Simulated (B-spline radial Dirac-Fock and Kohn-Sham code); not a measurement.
**Binding energies of I²⁶⁺ at several levels of theory**

System: the I²⁶⁺ ion, [Ar] 3d9.

The density-functional columns are spherical, spin-unpolarised Dirac-Kohn-Sham results without Breit or QED terms: −ε is minus the orbital energy of the initial state and ΔSCF the difference of two total energies. The reference in the last column comes from Dirac-Fock energy differences between relaxed states, corrected for Breit and QED terms. All numbers are from a radial B-spline solver, in eV; a selection of levels is shown. The Kohn-Sham columns are given as differences from the reference. For the 1s level of heavy atoms much of the gap between ΔSCF and the reference is the Breit and QED part, -116.2 eV here; for other levels the error of the functional can be larger.

```csv
level,LDA −ε − DF,LDA ΔSCF − DF,Dirac-Fock
K (1s),-275.7,+107.2,34115.9
L1 (2s),-133.2,-49.1,6113.8
L2 (2p1/2),-103.1,-2.2,5777.7
L3 (2p3/2),-106.5,-11.2,5481.1
M1 (3s),-66.3,-30.0,1918.9
M2 (3p1/2),-53.4,-15.9,1780.7
M3 (3p3/2),-53.1,-16.7,1720.3
"M4,5 (3d)",-39.1,+0.9,1481.7
```

Values without a named source are computed, but for edge energies of neutral atoms, which are taken from tables.
